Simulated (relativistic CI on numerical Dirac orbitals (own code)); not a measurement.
# Energy levels of Mn XXV

Computed by Dirac equation for one electron, model QED (radiative potential, 1s self-energy scaled to tabulated hydrogen-like ionisation energies) (own radial code, finite nucleus).

Configuration list: 1s, 2s, 2p, 3s, 3p, 3d, 4s, 4p, 4d, 4f, 5s, 5p, 5d, 5f, 5g, 6s, 6p, 6d. Levels of other configurations are missing.

The lowest level is 1s ²S1/2, with 100 % of that term; Hund's rules for 1s give ²S with J = 1/2, in agreement.

| No. | Configuration | Term | J | E (eV) | % | Landé g | Lifetime (s) |
| --- | --- | --- | --- | --- | --- | --- | --- |
| 1 | 1s | ²S | 1/2 | 0.00 | 100 | 1.980 |  |
| 2 | 2p | ²P° | 1/2 | 6423.58 | 100 | 0.660 | 4.07e-15 |
| 3 | 2s | ²S | 1/2 | 6424.08 | 100 | 1.997 |  |
| 4 | 2p | ²P° | 3/2 | 6441.68 | 100 | 1.330 | 4.12e-15 |
| 5 | 3p | ²P° | 1/2 | 7619.14 | 100 | 0.663 | 1.35e-14 |
| 6 | 3s | ²S | 1/2 | 7619.29 | 100 | 2.000 | 3.80e-13 |
| 7 | 3d | ²D | 3/2 | 7624.50 | 100 | 0.798 | 3.89e-14 |
| 8 | 3p | ²P° | 3/2 | 7624.51 | 100 | 1.332 | 1.35e-14 |
| 9 | 3d | ²D | 5/2 | 7626.26 | 100 | 1.199 | 3.94e-14 |
| 10 | 4p | ²P° | 1/2 | 8036.85 | 100 | 0.664 | 3.16e-14 |
| 11 | 4s | ²S | 1/2 | 8036.91 | 100 | 2.001 | 5.46e-13 |
| 12 | 4d | ²D | 3/2 | 8039.10 | 100 | 0.798 | 9.06e-14 |
| 13 | 4p | ²P° | 3/2 | 8039.11 | 100 | 1.333 | 3.16e-14 |
| 14 | 4f | ²F° | 5/2 | 8039.85 | 100 | 0.856 | 1.84e-13 |
| 15 | 4d | ²D | 5/2 | 8039.85 | 100 | 1.199 | 9.18e-14 |
| 16 | 4f | ²F° | 7/2 | 8040.22 | 100 | 1.142 | 1.85e-13 |
| 17 | 5p | ²P° | 1/2 | 8229.87 | 100 | 0.665 | 6.13e-14 |
| 18 | 5s | ²S | 1/2 | 8229.90 | 100 | 2.001 | 8.52e-13 |
| 19 | 5d | ²D | 3/2 | 8231.03 | 100 | 0.799 | 1.74e-13 |
| 20 | 5p | ²P° | 3/2 | 8231.03 | 100 | 1.333 | 6.10e-14 |
| 21 | 5f | ²F° | 5/2 | 8231.41 | 100 | 0.856 | 3.56e-13 |
| 22 | 5d | ²D | 5/2 | 8231.41 | 100 | 1.200 | 1.77e-13 |
| 23 | 5g | ²G | 7/2 | 8231.59 | 100 | 0.888 | 5.99e-13 |
| 24 | 5f | ²F° | 7/2 | 8231.60 | 100 | 1.143 | 3.58e-13 |
| 25 | 5g | ²G | 9/2 | 8231.71 | 100 | 1.111 | 6.00e-13 |
| 26 | 6p | ²P° | 1/2 | 8334.59 | 100 | 0.665 | 1.05e-13 |
| 27 | 6s | ²S | 1/2 | 8334.61 | 100 | 2.002 | 1.30e-12 |
| 28 | 6d | ²D | 3/2 | 8335.26 | 100 | 0.799 | 2.98e-13 |
| 29 | 6p | ²P° | 3/2 | 8335.26 | 100 | 1.334 | 1.05e-13 |
| 30 | 6d | ²D | 5/2 | 8335.48 | 100 | 1.200 | 3.02e-13 |

Energies count from the lowest computed level; ° marks odd parity; lifetimes are radiative, by E1, M1, E2, M2 decay to levels of this space only; some are left blank where a channel outside the calculation adds to the decay or the decay crosses a small, uncertain gap.
